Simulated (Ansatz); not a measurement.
A nudged elastic band was laid between two geometries of F3GeH + FH (7 atoms, charge 0, multiplicity 1).

Computed with RKS r2SCAN-D4/def2-SVP (Ansatz).

- movable images: 5
- climbing image: yes
- spring: 5.0 eV/Å²
- optimiser: quadratic models (default)
- start path: through a guess of the saddle point
- force threshold: 0.05 eV/Å
- iteration limit: 60
- end points: relaxed

Initial state:

```xyz
7
Properties=species:S:1:pos:R:3
Ge 0.275 0.000 -0.017
H 0.520 0.000 1.477
F 1.794 0.000 -0.831
F -0.520 1.394 -0.622
F -0.520 -1.394 -0.622
F -2.109 0.000 1.159
H -2.327 0.000 2.060
```

Final state:

```xyz
7
Properties=species:S:1:pos:R:3
Ge -0.428 -0.001 -0.640
H 0.006 0.003 2.908
F 0.978 -0.002 0.321
F -0.437 1.390 -1.618
F -0.436 -1.389 -1.623
F -1.818 -0.004 0.343
H -0.752 0.003 2.914
```

**Question.** What changes between the two ends?

**Answer.** Bonds broken: Ge1–H2, F6–H7. Bonds formed: Ge1–F6, H2–H7. F3GeH + FH becomes F4Ge + H2.

**Question.** What energy profile does the band end with?

**Answer.** The run converged. The highest image is number 3 of 0 to 6, 139.1 kJ/mol above the first end and 155.7 kJ/mol above the last; the last end lies 16.7 kJ/mol below the first. A vibrational analysis at the climbing image gives one clearly imaginary mode, 1077i cm⁻¹: a first-order saddle point. The orbitals stay closed-shell, which can raise the energy where a bond breaks towards radicals; this wasn't checked here.

| image | path coordinate (Å) | energy (kJ/mol) | Ge1–H2 (Å) | F6–H7 (Å) | Ge1–F6 (Å) |
| --- | --- | --- | --- | --- | --- |
| 0 | 0.00 | 0.0 | 1.51 | 0.93 | 2.66 |
| 1 | 0.64 | 6.3 | 1.52 | 0.93 | 2.53 |
| 2 | 1.29 | 42.5 | 1.56 | 0.95 | 2.29 |
| 3 | 1.93 | 139.1 | 1.77 | 1.25 | 1.92 |
| 4 | 2.73 | 39.8 | 2.31 | 1.87 | 1.73 |
| 5 | 3.53 | -6.6 | 2.93 | 2.24 | 1.70 |
| 6 | 4.33 | -16.7 | 3.57 | 2.78 | 1.70 |

**Question.** What is the geometry of the highest image?

**Answer.** 
```xyz
7
Properties=species:S:1:pos:R:3
Ge -0.263 0.000 -0.019
H 0.065 0.001 1.721
F 1.456 -0.001 -0.165
F -0.665 1.459 -0.811
F -0.665 -1.459 -0.813
F -1.909 -0.001 0.971
H -0.905 0.000 1.720
```

**Question.** What are the harmonic wavenumbers there?

**Answer.** 1077i, 65, 160, 251, 291, 307, 309, 655, 721, 757, 793, 1075, 1119, 1739, 2148 cm⁻¹.

The band took 10 iterations and roughly 4 core-minutes.

The run took 67 s on 4 threads of AMD EPYC 7B13 (Zen 3), with other jobs on the host, peak memory 0.19 GiB.
